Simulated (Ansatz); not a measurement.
Ansatz (a quantum-chemistry and plane-wave program) input (B2GP-PLYP/def2-TZVPD):

Ansatz 0.2 input:
```yaml
crystal:
  periodic: [false, false, false]
  atoms:
    - {symbol: La, position_ang: [0.00000000, -0.00000000, 0.00000000]}
    - {symbol: Br, position_ang: [-2.26074380, -1.74308589, -0.35770988]}
    - {symbol: Br, position_ang: [-0.02578936, 2.64161005, -1.13951681]}
    - {symbol: Br, position_ang: [2.28653316, -0.89852416, 1.49722668]}
basis:
  gaussian:
    orbitals: def2-TZVPD
hamiltonian:
  xc: {name: B2GP-PLYP}
total_charge: -1
magnetization: {spin_polarized: true, initial_magnetization: 1}
correlation: {electrons: outside_noble_gas}
```

End of the output:

```
integrals: 0.58 GiB planned
1438 factors; integrals over basis functions are off by at most 1.2e-3 eV
mean field: 2.80 GiB planned
mean field evaluation 1: about -210949.3819 eV, gradient 9.2e0 eV
mean field evaluation 2: about -210949.4509 eV, gradient 9.3e0 eV
mean field evaluation 4: about -210950.5997 eV, gradient 1.8e0 eV
mean field evaluation 8: about -210950.6997 eV, gradient 3.4e-1 eV
mean field evaluation 16: about -210950.7065 eV, gradient 5.6e-4 eV
mean field evaluation 32: about -210950.7033 eV, gradient 3.1e-1 eV
mean field -210950.70653844 eV, -7752.2954777632 hartree, gradient 4.1e-6 eV, S^2 0.752095; 4 other end points of the search recorded, 0 dependent functions left out
46 core orbitals not correlated
reference -210950.70666807 eV, -7752.2954825270 hartree; 13, 12 occupied and 155, 156 virtual orbitals, 1438 factors
second order -16.65111547 eV of doubles, -0.00000000 eV of singles
Total energy: -210956.70106964 eV, -7752.5157727215 hartree
```

The spin state was set by rule; other spins were not relaxed.
